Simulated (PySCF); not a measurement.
# Ionisation energy of Pd by level of theory

Pd [Kr] 4d10 (1S) → Pd⁺ [Kr] 4d9 (2D), as a difference of total energies. Computed with PySCF 2.14 in def2-TZVP with the def2 core potential (28 electrons), with a scalar-relativistic core potential. Correlated levels: valence: 4s2 4p6 frozen. The calculations carry no spin-orbit coupling.

```tsv
method	ionisation energy (eV)
UHF	6.281
BP86	8.873
B3LYP	8.574
MP2 (valence)	7.982
SCS-MP2 (valence)	7.805
```

Errors of the correlated levels include the incompleteness of this basis and the frozen core.

Question: Which method comes closest to the reference value, and which is furthest?

Answer: The reference is 8.512 eV (measured; NIST levels, between the centres of gravity of the two terms). Closest: B3LYP (error 0.062 eV); furthest: UHF (error -2.231 eV).
